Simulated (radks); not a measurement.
The nickel ion Ni3+, configuration [Ar] 3d4 4s1 4p2 (not the ground configuration). Calculated with a radial shooting solver on a logarithmic mesh with Libxc functionals: scalar-relativistic Kohn-Sham, PBE, spin-polarised, spherical densities, finite nucleus; open shells are filled with parallel spins first; Fermi nuclear charge, rms radius 3.7757 fm.

Unscreened Slater integrals over Kohn-Sham orbitals (hartree). They are taken over the spin-up orbitals.

\begin{tabular}{lr}
integral & value \\ \hline
F0(4p,4p) & 0.42965 \\
F2(4p,4p) & 0.23012 \\
F0(4p,4s) & 0.45154 \\
G1(4p,4s) & 0.30698 \\
F0(4p,3d) & 0.54786 \\
F2(4p,3d) & 0.13425 \\
G1(4p,3d) & 0.047070 \\
G3(4p,3d) & 0.044166 \\
F0(4p,3p) & 0.55103 \\
F2(4p,3p) & 0.12784 \\
G0(4p,3p) & 0.033167 \\
G2(4p,3p) & 0.039209 \\
F0(4s,4s) & 0.47818 \\
F0(4s,3d) & 0.59983 \\
G2(4s,3d) & 0.059634 \\
F0(4s,3p) & 0.60373 \\
G1(4s,3p) & 0.046892 \\
F0(3d,3d) & 1.1830 \\
F2(3d,3d) & 0.57103 \\
F4(3d,3d) & 0.36027 \\
F0(3d,3p) & 1.2002 \\
F2(3d,3p) & 0.58151 \\
G1(3d,3p) & 0.70596 \\
G3(3d,3p) & 0.43841 \\
F0(3p,3p) & 1.2288 \\
F2(3p,3p) & 0.61870 \\
\end{tabular}

Derived for the open shells (J is the average intra-shell exchange parameter used in DFT+U). 3d: Racah B = F2/49 - 5 F4/441 = 0.007569 hartree, C = 35 F4/441 = 0.02859 hartree, C/B = 3.78, F4/F2 = 0.631, J = (F2 + F4)/14 = 0.06652 hartree. 4p: J = F2/5 = 0.04602 hartree; in LS coupling 1D lies 6 F2/25 = 0.05523 hartree above 3P.
